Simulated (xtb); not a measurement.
GeHIO, SMILES [OH][Ge][I] (connectivity only; charge and spin as stated), neutral, multiplicity 1. All values are semi-empirical tight-binding results from xtb (GFN2-xTB unless named), good for trends rather than for accurate numbers. The structure is a stationary point at GFN2-xTB. One conformer was computed; it need not be the lowest.

For metal compounds this method's bond lengths and energies can be far off.

| Quantity | Value |
|---|---|
| point group as xtb finds it | Cs |
| orbital gap | 3.84 eV |
| zero-point energy | 7.8 kcal/mol |
| G − E(el) at 298.15 K (modified RRHO) | -11.2 kcal/mol |
